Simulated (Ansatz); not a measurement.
A nudged elastic band was laid between two geometries of BrH + Cl3H3HfOSi (11 atoms, charge 0, multiplicity 1).

Theory: RKS PBE/def2-SVP in Ansatz 0.2.0.

```yaml
movable_images: 9
climbing_image: yes
spring: 5.0 eV/Å²
optimiser: quadratic models (default)
start_path: through a guess of the saddle point
force_threshold: 0.05 eV/Å
iteration_limit: 60
end_points: relaxed
```

First end point:

```xyz
11
Properties=species:S:1:pos:R:3
Hf -0.192 0.084 -0.115
O -0.518 -0.370 1.743
Si -1.295 -0.303 3.260
H -2.638 -0.959 3.141
H -0.432 -1.041 4.241
H -1.444 1.135 3.663
Cl 2.050 0.738 -0.384
Cl -1.600 1.900 -0.601
Cl -0.779 -1.737 -1.482
Br 1.861 -3.001 1.909
H 0.898 -1.938 2.068
```

Last end point:

```xyz
11
Properties=species:S:1:pos:R:3
Hf 0.474 -0.390 0.044
O -0.260 -0.967 2.179
Si -1.560 -0.411 3.200
H -2.766 -0.305 2.328
H -1.714 -1.482 4.239
H -1.188 0.890 3.835
Cl 1.508 0.393 -1.918
Cl -0.555 1.663 0.687
Cl -1.036 -1.963 -0.843
Br 2.583 -1.394 1.088
H 0.425 -1.526 2.605
```

(1) What changes between the two ends?

(2) Give the energies along the band, and the barrier.

(3) What is the geometry of the highest image?

(4) What are the harmonic wavenumbers there?

The band took 17 iterations and of the order of 13 core-minutes.

Answers

(1) Bonds broken: Br10–H11. Bonds formed: Hf1–Br10, O2–H11. BrH + Cl3H3HfOSi becomes BrCl3H4HfOSi.

(2) The forces met the threshold. The highest image is number 4 of 0 to 10, 0.061 eV above the first end and 0.606 eV above the last; the last end lies 0.545 eV below the first. A vibrational analysis at the climbing image gives one clearly imaginary mode, 164i cm⁻¹: a first-order saddle point. The orbitals stay closed-shell, which can raise the energy where a bond breaks towards radicals; this wasn't checked here.

```json
{"image": "0", "path coordinate (Å)": "0.00", "energy (eV)": "0.000", "Br10–H11 (Å)": "1.44", "Hf1–Br10 (Å)": "4.22", "O2–H11 (Å)": "2.14"}
{"image": "1", "path coordinate (Å)": "0.70", "energy (eV)": "0.000", "Br10–H11 (Å)": "1.44", "Hf1–Br10 (Å)": "4.26", "O2–H11 (Å)": "2.13"}
{"image": "2", "path coordinate (Å)": "1.41", "energy (eV)": "0.005", "Br10–H11 (Å)": "1.44", "Hf1–Br10 (Å)": "3.85", "O2–H11 (Å)": "2.18"}
{"image": "3", "path coordinate (Å)": "2.11", "energy (eV)": "0.011", "Br10–H11 (Å)": "1.44", "Hf1–Br10 (Å)": "3.34", "O2–H11 (Å)": "2.13"}
{"image": "4", "path coordinate (Å)": "2.80", "energy (eV)": "0.061", "Br10–H11 (Å)": "1.55", "Hf1–Br10 (Å)": "3.02", "O2–H11 (Å)": "1.48"}
{"image": "5", "path coordinate (Å)": "3.45", "energy (eV)": "-0.358", "Br10–H11 (Å)": "2.06", "Hf1–Br10 (Å)": "2.70", "O2–H11 (Å)": "1.03"}
{"image": "6", "path coordinate (Å)": "4.09", "energy (eV)": "-0.484", "Br10–H11 (Å)": "2.41", "Hf1–Br10 (Å)": "2.60", "O2–H11 (Å)": "0.99"}
{"image": "7", "path coordinate (Å)": "4.72", "energy (eV)": "-0.492", "Br10–H11 (Å)": "2.44", "Hf1–Br10 (Å)": "2.60", "O2–H11 (Å)": "0.99"}
{"image": "8", "path coordinate (Å)": "5.36", "energy (eV)": "-0.510", "Br10–H11 (Å)": "2.49", "Hf1–Br10 (Å)": "2.59", "O2–H11 (Å)": "0.99"}
{"image": "9", "path coordinate (Å)": "6.00", "energy (eV)": "-0.534", "Br10–H11 (Å)": "2.58", "Hf1–Br10 (Å)": "2.57", "O2–H11 (Å)": "0.98"}
{"image": "10", "path coordinate (Å)": "6.64", "energy (eV)": "-0.545", "Br10–H11 (Å)": "2.64", "Hf1–Br10 (Å)": "2.56", "O2–H11 (Å)": "0.98"}
```

(3) 
```xyz
11
Properties=species:S:1:pos:R:3:forces:R:3
Hf 0.066 -0.349 0.050 0.00 0.01 -0.01
O -0.323 -0.699 2.011 -0.01 0.01 0.01
Si -1.350 -0.227 3.301 0.01 -0.01 0.00
H -2.763 -0.589 2.956 0.00 0.00 0.00
H -0.892 -0.984 4.513 0.00 0.00 0.00
H -1.213 1.249 3.517 0.00 0.00 0.00
Cl 1.966 0.920 -0.516 0.01 -0.01 0.00
Cl -1.637 1.260 -0.176 0.00 -0.01 0.00
Cl -0.592 -1.953 -1.541 0.00 0.00 0.00
Br 1.885 -2.424 1.266 0.01 0.00 0.00
H 0.765 -1.698 2.061 -0.01 0.01 0.00
```

(4) 164i, 28, 51, 62, 66, 77, 95, 108, 113, 138, 217, 323, 363, 365, 380, 625, 656, 686, 695, 867, 912, 913, 951, 1531, 2188, 2201, 2206 cm⁻¹.

The run took 3.4 min on 4 threads of AMD EPYC 9R45 96-Core Processor (Zen 5), with other jobs on the host, peak memory 0.33 GiB.
